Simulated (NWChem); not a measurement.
System: CH4BeOS; SMILES [S]([Be][OH])C

The following NWChem deck was run.

```
start job
memory heap 200 mb stack 900 mb global 1100 mb
geometry units angstroms noautosym nocenter noautoz
  Be     0.171157    -1.096563    -0.132380
  O     -0.240809    -2.453623    -0.196592
  H     -0.336417    -3.068608     0.536216
  S      0.762980     0.718477    -0.071644
  C     -0.844429     1.641900     0.019395
  H     -1.454885     1.468400    -0.869111
  H     -0.591717     2.703178     0.068581
  H     -1.409028     1.374984     0.915200
end
basis spherical
  Be library 6-31g*
  O library 6-31g*
  H library 6-31g*
  S library 6-31g*
  C library 6-31g*
end
dft
  xc b3lyp
  iterations 150
end
property
  shielding
end
task dft property
```

Structure relaxed at the B3LYP/6-31G* (spherical d) level.

GIAO values for the isolated, static molecule; σ is the absolute isotropic shielding, δ = σ(reference) − σ with the isolated reference molecule computed at the same levels (13C: tetramethylsilane, 1H: tetramethylsilane, 17O: water).

Atoms are numbered as in the input.

### Question
What results follow from this input? (B3LYP/6-31G* (spherical d), GIAO.) Quantities: σ Be1 (ppm); δ O2 (ppm); δ H3 (ppm); σ S4 (ppm); δ C5 (ppm); δ H6 (rotor mean) (ppm).

### Answer
```
Property                 Result
-----------------------  ------
σ Be1 (ppm)               102.6
δ O2 (ppm)                 38.0
δ H3 (ppm)                 2.35
σ S4 (ppm)                741.1
δ C5 (ppm)                 10.4
δ H6 (rotor mean) (ppm)    1.81
```
